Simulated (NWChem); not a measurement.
BNH2F2; SMILES NB(F)F

```xyz
6

B      0.0000    -0.0401     0.0000
F      1.1469    -0.7255     0.0000
F     -1.1425    -0.7327     0.0000
N     -0.0041     1.3600     0.0000
H     -0.8558     1.9003     0.0000
H      0.8447     1.9046     0.0000
```
Atoms are numbered in this order, from 1.

Computed with NWChem. Structure relaxed at the B3LYP/6-31G* (spherical d) level. Ions are spin-unrestricted doublets at the neutral geometry; other ion states weren't tried. Functional: LC-ωPBE (HJS hole) with def2-SVP; rows give the range parameter ω in 1/bohr.

Question: At which range parameter does −ε(HOMO) equal the ΔSCF ionisation energy (optimal tuning)?

Answer: about 0.42 per bohr, by linear interpolation in these runs:
```json
[
 {"range parameter (1/bohr)": "0.20", "vertical ionisation energy, ΔSCF (eV)": "11.23", "−ε(HOMO) (eV)": "9.57", "ΔSCF minus −ε(HOMO) (eV)": "1.66"},
 {"range parameter (1/bohr)": "0.30", "vertical ionisation energy, ΔSCF (eV)": "11.35", "−ε(HOMO) (eV)": "10.57", "ΔSCF minus −ε(HOMO) (eV)": "0.78"},
 {"range parameter (1/bohr)": "0.40", "vertical ionisation energy, ΔSCF (eV)": "11.43", "−ε(HOMO) (eV)": "11.33", "ΔSCF minus −ε(HOMO) (eV)": "0.10"},
 {"range parameter (1/bohr)": "0.60", "vertical ionisation energy, ΔSCF (eV)": "11.50", "−ε(HOMO) (eV)": "12.30", "ΔSCF minus −ε(HOMO) (eV)": "-0.80"},
 {"range parameter (1/bohr)": "0.80", "vertical ionisation energy, ΔSCF (eV)": "11.50", "−ε(HOMO) (eV)": "12.81", "ΔSCF minus −ε(HOMO) (eV)": "-1.31"}
]
```
